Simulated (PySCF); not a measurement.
Compound: ClH4PSn.
Z-matrix (Å and degrees, PBE0-D3(BJ)/def2-SVP geometry), rows numbered from 1:
```
P 
Sn  1  2.5106
Cl  2  2.3581  1  104.47
H   1  1.4301  2   91.76  3   -69.26
H   1  1.4321  2   91.93  3  -162.24
H   2  1.7115  1  111.62  3  -114.50
H   2  1.7128  1  115.56  3   115.00
```

Method used: PySCF, PBE0-D3(BJ)/def2-SVP geometry optimisation, gas phase, def2 core potentials past Kr.

Masses are those of the commonest isotopes; rigid-rotor values at the optimised geometry. The values belong to one conformer with, in the numbering `[PH2:1][SnH2:2][Cl:3]`, H–P1–Sn2–Cl3 -69° and -162°.

Problem. What are A, B and C (cm⁻¹)?

Solution. Ia = 106.61, Ib = 260.93, Ic = 355.57 u·Å²; 505379 MHz·u·Å²/I gives 4741, 1937 and 1421 MHz, that is A = 0.15813, B = 0.06461, C = 0.04741 cm⁻¹.

Problem. What kind of rotor is it?

Solution. An asymmetric top; Ray's κ = -0.689.

Problem. What does the inertial defect say?

Solution. Not planar: Δ = Ic − Ia − Ib = -11.97 u·Å². For a rigid frame Δ = −2 Σ m c², so Σ m c² = 5.98 u·Å² lies off the ab plane: 5.89 from hydrogen and 0.10 from heavier atoms. The atom farthest from that plane is 1.43 Å away.

Problem. Give the coordinates in the principal-axis frame, origin at the centre of mass.

Solution. The sense of each axis is arbitrary; atoms in the order of the calculation.
| atom | mass (u) | a (Å) | b (Å) | c (Å) |
| --- | --- | --- | --- | --- |
| P1 | 30.974 | 2.014 | -0.950 | -0.056 |
| Sn2 | 119.902 | -0.021 | 0.520 | 0.001 |
| Cl3 | 34.969 | -1.835 | -0.986 | -0.002 |
| H4 | 1.008 | 1.772 | -1.411 | 1.276 |
| H5 | 1.008 | 2.857 | 0.118 | 0.390 |
| H6 | 1.008 | -0.166 | 1.451 | -1.428 |
| H7 | 1.008 | -0.217 | 1.455 | 1.422 |

Problem. Predict some low-J microwave lines.

Solution. The dipole components are |μa| = 2.05 D, |μb| = 1.90 D, |μc| = 0.69 D. The squared components, which scale the intensities, stand as 1.00 : 0.85 : 0.11 (a : b : c). Some of the stronger lines:

```csv
type,branch,"J(Ka,Kc)",MHz,lower level (cm⁻¹)
a,Q,"1(1,0) ← 1(1,1)",516,0.206
a,Q,"2(1,1) ← 2(1,2)",1547,0.412
c,Q,"2(1,2) ← 2(0,2)",2353,0.334
c,Q,"1(1,1) ← 1(0,1)",2804,0.112
b,Q,"1(1,0) ← 1(0,1)",3319,0.112
b,R,"2(0,2) ← 1(1,1)",3848,0.206
b,Q,"2(1,1) ← 2(0,2)",3899,0.334
a,R,"2(1,2) ← 1(1,1)",6201,0.206
c,R,"1(1,0) ← 0(0,0)",6677,0.000
a,R,"2(1,1) ← 1(1,0)",7232,0.223
b,Q,"2(2,0) ← 2(1,1)",8476,0.464
b,Q,"2(2,1) ← 2(1,2)",9958,0.412
c,R,"2(1,1) ← 1(0,1)",10551,0.112
c,R,"2(2,1) ← 1(1,1)",16158,0.206
b,R,"2(2,0) ← 1(1,1)",16223,0.206
```

No frequency check. Constants of a rigid frame at the computed geometry: no zero-point averaging, no centrifugal distortion. Quadrupole hyperfine structure (35Cl) is left out.
